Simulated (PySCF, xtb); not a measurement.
TeI2, SMILES [Te](I)I.

Harmonic wavenumbers (cm⁻¹) from GFN2-xTB run with xtb at its own minimum, in rising order: 65, 237, 242.

Problem. What does B3LYP-D3(BJ)/def2-SVP run with PySCF give at its own minimum? (An estimate is asked for; the answer gives what the named calculation found.)

Solution. 59, 194, 195. Paired by order, the mean absolute difference is 32 cm⁻¹ and the zero-point energies are 0.8 and 0.6 kcal/mol.
